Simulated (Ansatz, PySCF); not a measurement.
Ways to break one bond of N[SiH2][SiH2]N:

A. N[SiH2][SiH2]N → 2 N[SiH2]
B. N[SiH2][SiH2]N -> N[SiH2][SiH2] + [NH2] (NH2)
C. N[SiH2][SiH2]N -> N[SiH][SiH2]N + H atom
D. N[SiH2][SiH2]N → [NH][SiH2][SiH2]N + H atom

Quantity: bond dissociation energy (enthalpy at 298 K, with B3LYP-D3(BJ) rigid-rotor harmonic-oscillator terms), kcal/mol. Each molecule is optimised on its own at B3LYP-D3(BJ)/def2-TZVP (Ansatz, an electronic-structure program), one conformer each, not searched for the lowest. Frequencies are from Ansatz or PySCF. Cores are frozen in the correlated levels unless marked. UHF or UKS for open shells. Spin-orbit coupling is left out. Non-relativistic. Basis-set limits of correlation are two-point, X^-3; Hartree-Fock from the larger set.

### Question
Rank them by bond dissociation energy at CCSD(T)/CBS(cc-pV(T+d)Z,cc-pV(Q+d)Z) (Ansatz), lowest first.

### Answer
A (73.9 kcal/mol), C (87.4 kcal/mol), B (99.7 kcal/mol), D (109.2 kcal/mol)
